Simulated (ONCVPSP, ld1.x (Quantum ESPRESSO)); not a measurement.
# Potentials for nitrogen compared

Generated with ld1.x 7.5 (TM, RRKJ, ultrasoft, PAW), atompaw 4.2 or ONCVPSP 4.0.1. The cutoff is in Ry: for ld1.x and atompaw files where the sum of valence levels is converged to 10 mRy in a Bessel basis, for ONCV files where the hardest occupied wave has 1 mHa per electron of residual kinetic energy. The error is the largest all-electron minus pseudo excitation energy over each file’s own four to seven test configurations (ionisations up to +4, promotions, holes and added fractions of an electron), all of which were solved. The labels leave out finer settings (local radius, basis sizes, second energies), which also bear on the numbers. Spin-polarised tests are not counted. The rows are a selection from randomly drawn settings: files with unsolved tests, undetermined cutoffs or missed reference levels are left out.

A true bound ghost makes a file unfit for plane-wave use even where its test errors are small: the radial tests pick states by their node count and pass the ghost by.

```csv
potential,cutoff (Ry),largest error (meV),bound ghosts
"ONCV, PBE, fully relativistic, rc 0.90/1.40/1.45 (spd), local smoothed, core correction yes, reference 2s2 2p3, qcut 9.8/12.1/6.9, projectors 2/3/2",72,+246,none
"ONCV, PBEsol, scalar-relativistic, rc 0.50/1.35/1.25 (spd), local smoothed, core correction no, reference 1s2 2s1 2p4, qcut 25.4/8.5/7.7, projectors 2/1/2",496,+141,none
"ONCV, PBE, scalar-relativistic, rc 0.90/1.95 (sp), local smoothed, core correction yes, reference 2s2 2p2.5, qcut 8.4/6.4, projectors 1/2",58,+359,none
"ONCV, LDA (Perdew-Zunger), scalar-relativistic, rc 0.80/1.75 (sp), local s, core correction yes, reference 2s2 2p3, qcut 8.6/6.5, projectors 0/1",59,+1586,none
"ONCV, PBE, non-relativistic, rc 0.80/1.45/1.60 (spd), local smoothed, core correction no, reference 2s1.5 2p3.5, qcut 7.8/10.3/5.5, projectors 3/2/2",62,+131,s
```

**Question.** Fill in the row for N: RRKJ, PBE, scalar-relativistic, rc 0.70/1.50 (sp), local p, core correction no, reference 2s2 2p1.5.

**Answer.** cutoff 260 Ry, largest error +314 meV, bound ghosts: none.

**Question.** Fill in the row for N: PAW, PBE, non-relativistic, rc 1.15/1.55/1.35 (spd), local smoothed, core correction yes, reference 2s2 2p2.

**Answer.** cutoff 30 Ry, largest error -16 meV, bound ghosts: none.
